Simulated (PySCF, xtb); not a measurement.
C₄H₉NSi, SMILES N[SiH2]C1=CCC1.

xtb with GFN2-xTB at its own geometry gives an orbital gap of 4.36 eV and a dipole moment of 1.01 D.

Geometry optimised at TPSSh-D3(BJ)/def2-SVP. This is a generated structure with no PubChem entry under its InChIKey; it may be hypothetical. The values are those of a single conformer.

Task: What does PySCF with CAM-B3LYP/def2-TZVP give? (Estimate from the structure and the level; the computed values follow.)

Result: gap 9.28 eV (levels -8.38 and 0.90 eV), dipole 1.00 D.
